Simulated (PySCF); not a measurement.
How methods differ on the excitation energy of Mn²⁺

Mn²⁺ [Ar] 3d5 (6S) → Mn²⁺ [Ar] 3d4 4p1 (high-spin determinant), as a difference of total energies. Calculation: PySCF 2.14, in def2-QZVPPD; no relativity, point nucleus. Correlated levels: valence: [Ar] frozen; valence and next inner shell: [Ne] frozen. The calculations carry no spin-orbit coupling.

```tsv
method	excitation energy (eV)
UHF	13.278
LDA	13.856
PBE	13.554
PBE0	13.680
r2SCAN	13.670
M06-L	14.028
BP86	13.536
TPSSh	13.584
TPSS	13.527
MP2 (valence)	13.893
SCS-MP2 (valence)	13.483
MP2 (valence and next inner shell)	14.217
SCS-MP2 (valence and next inner shell)	13.829
```

Task: How much does correlation contribute at MP2 (valence and next inner shell)?

Result: 14.217 − (13.278) = 0.939 eV, measured against UHF.

A first-order spin-orbit estimate (lowest level to lowest level, LS coupling) adds -0.110 eV.

The determinant of the upper state mixes LS terms, which raises its energy above the lowest term, most at the Hartree-Fock and MP2 levels.
